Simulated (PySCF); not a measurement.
# Rubidium: highly charged ions in a basis for the neutral atom

Rb⁶⁺ [Ar] 3d10 4s2 4p1, Rb⁷⁺ [Ar] 3d10 4s2. Computed with PySCF 2.14 in def2-SVP with the def2 core potential (28 electrons) (5s3p2d, 24 functions), with scalar relativity through the core potential. No spin-orbit coupling, so a gap to NIST mixes the basis error with missing relativistic terms.

Changed run: basis of the neutral atom used for a highly charged ion. This setting is unsound on purpose.

| species | method | sound run (hartree) | changed run (hartree) | converged |
| --- | --- | --- | --- | --- |
| Rb⁶⁺ | UHF | not run | -13.82599 | yes |
| Rb⁶⁺ | PBE0 | not run | -13.92730 | yes |
| Rb⁶⁺ | MN15 | not run | -13.89037 | yes |
| Rb⁷⁺ | UHF | not run | -10.27230 | yes |
| Rb⁷⁺ | PBE0 | not run | -10.34581 | yes |
| Rb⁷⁺ | MN15 | not run | -10.36696 | yes |

Ionisation energy of Rb⁶⁺:

```tsv
method	changed run (eV)	NIST (eV)
UHF	96.701	98.67 ± 0.04
PBE0	97.457	98.67 ± 0.04
MN15	95.877	98.67 ± 0.04
```

The contracted functions were made for the neutral atom and can be too rigid for a highly charged ion.
